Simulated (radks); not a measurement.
Species: V4+. Configuration: [Ar] 4s1 (not the ground configuration).

All-electron calculation, scalar-relativistic Kohn-Sham, PBE, spin-unpolarised, spherical densities, finite nucleus; Fermi nuclear charge, rms radius 3.6002 fm. Program: a radial shooting solver on a logarithmic mesh with Libxc functionals.

Energy parts (hartree):
| part | energy |
|---|---|
| total | -944.77229 |
| kinetic | 953.71091 |
| electron-nucleus | -2204.10711 |
| Hartree | 348.79916 |
| exchange-correlation | -43.17524 |

Orbitals (lengths in bohr, moments of r in powers of bohr):
| orbital | occ. | eigenvalue (hartree) | <r> | <r^4> | <r^2> |
|---|---|---|---|---|---|
| 1s | 2 | -199.5600 | 0.06645 | 0.00009077 | 0.005938 |
| 2s | 2 | -24.66174 | 0.3081 | 0.02208 | 0.1122 |
| 2p | 6 | -20.99853 | 0.2740 | 0.01753 | 0.09250 |
| 3s | 2 | -4.83907 | 0.9091 | 1.400 | 0.9467 |
| 3p | 6 | -3.84064 | 0.9486 | 1.804 | 1.047 |
| 3d | 0 | -2.31072 | 1.025 | 3.163 | 1.272 |
| 4s | 1 | -1.54878 | 2.240 | 45.51 | 5.631 |
| 4p | 0 | -1.28569 | 2.463 | 67.74 | 6.837 |

The highest occupied level is 4s at -42.144 eV. The configuration is held as typed, so some empty levels lie below it. The density falls to 0.001 e/bohr^3 at r = 3.38 bohr. Summed over all electrons, <r^2> = 14.60 bohr^2, which gives a Langevin (diamagnetic) susceptibility term of -11.6 x 10^-6 cm^3/mol. The electron density at the nucleus is 9962 e/bohr^3 (large components only).
